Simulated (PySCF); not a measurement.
In(F)3 anion (F3In), SMILES [F][In]([F])[F] (connectivity only; charge and spin as stated), charge -1, multiplicity 2.

Geometry: B3LYP-D3(BJ)/def2-SVPD. The multiplicity is an assumed one; other spin states were not compared. The isomer is the one that the SMILES or the coordinates give; other isomers of the formula were not compared. The def2 effective core potentials stand for the cores of In; spin–orbit coupling is left out.

All values below come from CAM-B3LYP/def2-TZVPD in PySCF.

Computed frontier levels, dipole moment and polarisability:
```yaml
"α spin, highest occupied and lowest empty level": -2.87 and 4.30 eV
"β spin, highest occupied and lowest empty level": -6.47 and 1.92 eV
dipole_moment_about_the_centre_of_nuclear_charge: 3.01 D
mean_static_polarisability: 55.1 bohr³ (8.17 Å³)
polarisability_principal_values: 52.6, 56.4, 56.4 bohr³
"⟨S²⟩": 0.753 (pure state 0.75)
```
